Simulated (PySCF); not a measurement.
## How methods differ on the ionisation energy of Pt⁷¹⁺

Pt⁷¹⁺ [He] 2s2 2p3 [2p1/2^2 2p3/2^1, M_J = 3/2] → Pt⁷²⁺ [He] 2s2 2p2 [2p1/2^2, M_J = 0], as a difference of total energies. Calculation: PySCF 2.14, in an uncontracted even-tempered set (16 s from 59 bohr⁻², ratio 2.4; 13 p from 76 bohr⁻², ratio 2.4; 5 d from 250 bohr⁻², ratio 2.6; 4 f from 380 bohr⁻², ratio 2.6); the two-component X2C-1e Hamiltonian. Correlated levels: nothing frozen; the 28 highest virtual spinors dropped. "Screened" scales the spin-orbit matrix elements by Boettger's factors to mimic the two-electron term; Breit and QED terms are absent.

```json
{"method": "GHF (spin-free)", "ionisation energy (eV)": "19231.4"}
{"method": "GMP2 (spin-free)", "ionisation energy (eV)": "19231.6"}
{"method": "GHF (screened spin-orbit)", "ionisation energy (eV)": "18652.6"}
{"method": "GMP2 (screened spin-orbit)", "ionisation energy (eV)": "18652.9"}
```

For this ion Breit and QED terms and the two-electron picture change, all absent here, outweigh the correlation shift from GHF to GMP2.

The spin-free rows relax to the high-spin LS determinant and lack the spin-orbit shift.

The labels give the starting determinants; with spin-orbit coupling the two ends relaxed to ⟨J²⟩ = 3.75, ⟨L²⟩ = 2.62, ⟨S²⟩ = 1.46 and ⟨J²⟩ = 0.00, ⟨L²⟩ = 1.33, ⟨S²⟩ = 1.33.

For comparison: 18630 ± 60 eV (theoretical estimate listed by NIST; NIST Atomic Spectra Database, ionization energies).
